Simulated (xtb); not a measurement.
Al(F)(I)(OH) (AlFHIO), SMILES [OH][Al]([F])[I]. All values are semi-empirical tight-binding results from xtb (GFN2-xTB unless named), good for trends rather than for accurate numbers. Coordinates come from a GFN2-xTB optimisation. Other conformers were not sampled.

Optimised geometry:

Bonds (Å): Al1–F2 1.646, Al1–I3 2.491, Al1–O4 1.630, O4–H5 0.945. Angles (°): F2–Al1–I3 119.9, F2–Al1–O4 119.9, I3–Al1–O4 120.2, Al1–O4–H5 177.4.

For metal compounds this method's bond lengths and energies can be far off.

Computed properties:
The point group as xtb finds it comes out as Cs. The orbital gap is 4.19 eV and the zero-point energy is 10.2 kcal/mol. The G − E(el) at 298.15 K (modified RRHO) is -9.5 kcal/mol.

### Question
Give the atomic charges and the Wiberg bond orders between heavy atoms. (The exact figures need the calculation; the answer reports its results.)

### Answer
charges (e) Al1 0.48, F2 -0.25, I3 -0.09, O4 -0.46, H5 0.33. Bond orders Al1–F2 1.22, Al1–I3 1.25, Al1–O4 1.39.
